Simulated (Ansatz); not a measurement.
Single points on BMe2(CH2SiH3) (C3H11BSi).

```yaml
crystal:
  periodic: [false, false, false]
  atoms:
    - {symbol: B, position_ang: [0.290089, 0.357785, -0.479729]}
    - {symbol: C, position_ang: [1.858430, 0.357399, -0.341435]}
    - {symbol: H, position_ang: [2.276415, 1.274052, 0.102303]}
    - {symbol: H, position_ang: [2.251394, 0.307008, -1.376447]}
    - {symbol: H, position_ang: [2.264924, -0.522461, 0.181382]}
    - {symbol: C, position_ang: [-0.484360, 1.727158, -0.547505]}
    - {symbol: H, position_ang: [-1.532929, 1.660134, -0.874256]}
    - {symbol: H, position_ang: [0.043999, 2.467810, -1.171179]}
    - {symbol: H, position_ang: [-0.483243, 2.157419, 0.473121]}
    - {symbol: C, position_ang: [-0.485633, -1.000964, -0.504016]}
    - {symbol: Si, position_ang: [-1.061527, -1.404854, 1.249539]}
    - {symbol: H, position_ang: [-1.404227, -0.965967, -1.113970]}
    - {symbol: H, position_ang: [0.134772, -1.856793, -0.819853]}
    - {symbol: H, position_ang: [0.103815, -1.500762, 2.183018]}
    - {symbol: H, position_ang: [-1.983382, -0.345052, 1.763900]}
    - {symbol: H, position_ang: [-1.788558, -2.711901, 1.275137]}
basis:
  gaussian: {orbitals: def2-SVP, initial_orbitals: start.molden}
hamiltonian: {xc: pbe0, dispersion: d4}
scf: {omitted_lower_state_checks: [starts]}
output: {orbitals: {seedname: orbitals}}
```

The file start.molden holds the orbitals of an earlier run on this structure, at another level or in another basis.

```sh
$ ansatz run in.yaml --threads 2 --pin off --events-out ev --progress --plain --max-ram 32768MiB --backend cpu
```

It prints (some lines left out):

```
Functional definition: PBE0
1462 factors; their error is unknown
mean field evaluation 1: about -11831.1528 eV, gradient 5.3e0 eV
mean field evaluation 2: about -11831.2368 eV, gradient 6.2e-2 eV
mean field evaluation 4: about -11831.2728 eV, gradient 8.0e-5 eV
mean field -11831.27284604 eV, -434.7912575674 hartree, gradient 8.1e-5 eV, S^2 0.000000; 0 other end points of the search recorded, 0 dependent functions left out
reference -11831.27287751 eV, -434.7912587239 hartree; 24, 24 occupied and 105, 105 virtual orbitals, 1462 factors
Total energy: -11831.55495596 eV, -434.8016249156 hartree
Checks for a lower state left out: starts
```

It took 1.8 s on 2 threads of AMD EPYC 7R13 on a shared host.

The first input with `gaussian: {orbitals: def2-TZVP, initial_orbitals: start.molden}`, `hamiltonian: {xc: pbe, dispersion: d4}` (abridged; 2.9 s):

```
Functional definition: PBE
mean field -11836.36124127 eV, -434.9782526428 hartree, gradient 1.1e-5 eV, S^2 0.000000
Total energy: -11836.69218701 eV, -434.9904146744 hartree
Checks for a lower state left out: starts
```

As the first input, with `gaussian: {orbitals: def2-TZVP, initial_orbitals: start.molden}` (abridged; 4.1 s):

```
Functional definition: PBE0
mean field -11838.18416958 eV, -435.0452440227 hartree, gradient 1.0e-5 eV, S^2 0.000000
Total energy: -11838.46628641 eV, -435.0556116249 hartree
Checks for a lower state left out: starts
```

First input, but with `gaussian: {orbitals: STO-3G}`, `hamiltonian: {xc: hf}` (abridged; 0.2 s):

```
Functional definition: HF
mean field -11663.77628495 eV, -428.6358724803 hartree, gradient 3.7e-5 eV, S^2 0.000000
Total energy: -11663.77628495 eV, -428.6358724803 hartree
Checks for a lower state left out: starts
```

Geometry: PBE0-D4/def2-SVP.
